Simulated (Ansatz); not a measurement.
Molecule: sum formula Si₂NH₅F, charge -1, multiplicity 1. It need not be the lowest isomer of its formula. Whether it binds its extra electron was not tested at this geometry. 
Coordinates optimised at B3LYP-D3(BJ)/def2-TZVP (Ansatz, a quantum-chemistry and plane-wave program):
SMILES: F[SiH2]N[SiH2-]
```xyz
9

Si     0.8117    -0.5789     0.1077
F      2.3518    -0.2745    -0.3722
N     -0.2465     0.6231    -0.3985
Si    -2.0187     0.5660     0.1915
H      0.8623    -0.6637     1.5853
H      0.5970    -1.9528    -0.4373
H     -0.1589     0.9721    -1.3398
H     -1.7462     0.8917     1.6713
H     -2.0978    -0.9573     0.4711
```
Charge -1, spin multiplicity 1.

Total electronic energies in hartree. Cores are frozen in the correlated levels unless marked. Spin-orbit coupling is left out. Non-relativistic. CBS(X,Y): correlation extrapolated as X^-3; Hartree-Fock from the larger set. [CCSD(T)-MP2]/basis is that difference in the basis named.

| level | program | energy (Eh) |
|---|---|---|
| HF/STO-3G | Ansatz | -725.73637 |
| HF/6-31G | Ansatz | -734.56541 |
| RI-HF/aug-cc-pV(T+d)Z | Ansatz | -734.85738 |
| RI-HF/cc-pV(T+d)Z | Ansatz | -734.84899 |
| PBE/def2-TZVPD | Ansatz | -736.32244 |
| PBE-D4/def2-TZVPD | Ansatz + dftd4 | -736.33135 |
| revPBE-D4/def2-TZVPD | Ansatz + dftd4 | -736.63829 |
| r2SCAN-D3(BJ)/def2-TZVPD | Ansatz + dftd3 | -736.66695 |
| r2SCAN-D4/def2-TZVPD | Ansatz + dftd4 | -736.66705 |
| PBE0/def2-TZVPD | Ansatz | -736.38260 |
| r2SCANh/def2-TZVPD | Ansatz | -736.65309 |
| HSE06/def2-TZVPD | Ansatz | -736.36222 |
| LC-wPBE-D4/def2-TZVPD | Ansatz + dftd4 | -736.53004 |
| wB97X-V/def2-TZVPD | Ansatz | -736.64724 |
| B2PLYP-D3(BJ)/def2-TZVPD | Ansatz + dftd3 | -736.45716 |
| MP2/6-31G | Ansatz | -734.90483 |
| MP2/6-31G* | Ansatz | -735.20622 |
| MP2/cc-pwCVTZ | Ansatz | -735.59138 |
| SCS-MP2/6-31G* | Ansatz | -735.19974 |
| SCS-MP2/cc-pV(Q+d)Z | Ansatz | -735.66590 |
| CCSD/6-31G | Ansatz | -734.93580 |
| CCSD/6-31G* | Ansatz | -735.24508 |
| RI-MP2/CBS(aug-cc-pV(T+d)Z,aug-cc-pV(Q+d)Z)+[CCSD(T)-MP2]/aug-cc-pV(T+d)Z | Ansatz | -735.7725 |

Totals of different functionals don't rank their quality; only differences between species are comparable.
